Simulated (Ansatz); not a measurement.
Species: H6GeSn, SMILES `[GeH3][SnH3]` with one electron removed (charge 1, multiplicity 2), formula H6GeSn.

How many basis functions does Ansatz (a first-principles code) with frozen-core CCSD(T)/def2-TZVPP // B3LYP-D3(BJ)/def2-TZVP use, how many core orbitals are frozen, and how many electrons are correlated?

182 basis functions and 13 frozen orbitals, which leaves 33 correlated electrons (filled d shells below the valence shell are correlated). Core time is of the order of minutes.
